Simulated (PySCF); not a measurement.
Computed IR spectrum (relative IR intensity) of a molecule C₆H₉O, multiplicity 2. Coordinates come from a B3LYP-D3(BJ)/def2-SVP optimisation. Other conformers were not sampled. Computed with B3LYP-D3(BJ)/def2-SVP run with PySCF 2.14.0. Frequencies are harmonic and unscaled.

Lines under 2 % of the strongest are left out, and lines within 2 cm⁻¹ are merged.

ν (cm⁻¹): 358 (w), 431 (vw), 492 (vw), 530 (vw), 924 (vw), 1059 (vw), 1109 (vw), 1175 (w), 1185 (vw), 1232 (w), 1307 (w), 1338 (vw), 1349 (vw), 1356 (w), 1384 (vw), 1410 (vw), 1437 (vw), 1447 (w), 1844 (vs), 2890 (w), 2914 (m), 3012 (w), 3037 (w), 3078 (w), 3086 (w), 3104 (vw), 3115 (w), 3188 (w) (against the strongest line: vs over 80 %, s over 45 %, m over 15 %, w over 4 %, vw less)

Question: Which structure fits?
(A) O=C1CC[CH]CC1
(B) O=C1[CH]CCCC1
(C) O=C1C[CH]CCC1

Answer: C, O=C1C[CH]CCC1
